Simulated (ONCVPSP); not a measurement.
**PBE ONCV dataset for titanium, scalar-relativistic all-electron reference.**

```
Element                 : Ti
Generator               : ONCVPSP 4.0.1
Type                    : optimised norm-conserving Vanderbilt (ONCV)
Functional              : PBE
Relativity              : scalar-relativistic
Frozen core             : [Ne]
Valence charge          : 12
Reference configuration : 3s2 3p6 3d1 (charge +3)
Partial waves           : 3s: rc 1.00 bohr, ncon 5, nbas 8, qcut 5.9 1/bohr, 1 projector; 3p: rc 1.60 bohr, ncon 4, nbas 8, qcut 10.4 1/bohr, 2 projectors, debl 1.2 Ha; 3d: rc 2.20 bohr, ncon 5, nbas 10, qcut 5.6 1/bohr, 2 projectors, debl 3.6 Ha
Local potential         : polynomial inside 0.75 bohr (lpopt 5, dvloc0 3 Ha)
Core correction         : polynomial model core, fcfact 0.45
```

In the p channel the program set the typed energies aside and used -2.606, 0.250 Ha.

* Cutoffs needed: 139 Ha and 165 Ha (the cutoffs (Ha) at which the residual kinetic energy of the hardest occupied pseudo-wave falls to 1 and 0.1 mHa per electron)
* Ghost test: no bound ghost flagged; no localised positive-energy state flagged
* Largest excitation error: +438 meV (all-electron minus pseudo) for 3s2 3p6 3d2 4s2, out of 4 test configurations
* rms error of d²Exc/dni dnj: 2.73 mHa without and 2.40 mHa with the model core
